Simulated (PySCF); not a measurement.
SiAs: from constants to spectrum

r²SCANh constants of SiAs, ²Π (doublet), unpaired electrons π ↑ (PySCF, no relativity, basis sets Si 6-31G(d,p), As 6-31G(d,p); masses 27.9769 and 74.9216 u):

| Property | Result |
| --- | --- |
| ωe | 503.3 cm⁻¹ |
| ωexe | 2.0 cm⁻¹ |
| Be | 0.17376 cm⁻¹ |
| αe | 0.000744 cm⁻¹ |
| D (centrifugal) | 8.28e-08 cm⁻¹ |
| De to Si + As | 3.14 eV |

Q: Give the vibrational terms G(v) and spacings up to v = 3.

A: G(v) = ωe(v+½) − ωexe(v+½)².

| v | G(v) (cm⁻¹) | G(v) − G(v−1) | Bv (cm⁻¹) |
| --- | --- | --- | --- |
| 0 | 251 |  | 0.1734 |
| 1 | 750 | 499 | 0.1726 |
| 2 | 1246 | 495 | 0.1719 |
| 3 | 1737 | 491 | 0.1712 |

Q: How well does the Morse estimate ωe²/(4ωexe) reproduce De, and what is D0?

A: It gives 3.93 eV, 125 % of the computed De. D0 = De − G(0) = 3.14 − 0.03 = 3.11 eV.

Spin–orbit coupling is left out. The state is the lowest determinant that a PBE0 search found; another state may lie lower at other levels.
